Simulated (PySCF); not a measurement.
AlOF, SMILES [O]=[Al][F]. Heavy atoms are numbered as in [Al:1](=[O:2])[F:3].

Coordinates come from a B3LYP-D3(BJ)/def2-TZVP optimisation.

All values below come from PySCF with HF/pcSseg-2.

GIAO shieldings, no solvent; atoms alike by connectivity are averaged. δ = σ(ref) − σ: ¹⁷O against H2O (σ = 326.0 ppm); ¹⁹F against CFCl3 (σ = 237.3 ppm), references at their B3LYP-D3(BJ)/def2-TZVP geometries, non-relativistic.

| nucleus | atoms | count | δ (ppm) |
|---|---|---|---|
| ¹⁷O | O2 | 1 | 54.9 |
| ¹⁹F | F3 | 1 | -162.9 |
